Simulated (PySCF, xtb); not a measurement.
H6Te, SMILES [TeH6].

Geometry: B3LYP-D3(BJ)/def2-TZVP. The def2 effective core potentials stand for the cores of Te; spin–orbit coupling is left out.

Calculation: C-PCM-ωB97X/def2-SVP in PySCF.

The values are the electrostatic part of the solvation free energy, E(continuum) − E(gas) at the gas-phase geometry, in a cavity of scaled van der Waals radii (PySCF's table); cavitation and dispersion terms are not included. In vacuum the orbital gap is 9.84 eV. The dipole moment in vacuum is 0.00 D.

Computed values in water (ε = 78.36), diethylether (ε = 4.24), 1-octanol (ε = 9.86):
```json
[
 {"solvent": "water", "ε": "78.36", "ΔG(elec) (kcal/mol)": "-0.3", "dipole (D)": "0.00", "gap (eV)": "9.82"},
 {"solvent": "diethylether", "ε": "4.24", "ΔG(elec) (kcal/mol)": "-0.2", "dipole (D)": "0.00", "gap (eV)": "9.83"},
 {"solvent": "1-octanol", "ε": "9.86", "ΔG(elec) (kcal/mol)": "-0.3", "dipole (D)": "0.00", "gap (eV)": "9.82"}
]
```

For comparison, GFN2-xTB/ALPB(water) (xtb, at the GFN2-xTB geometry, all terms of that model) gives 0.0 kcal/mol.
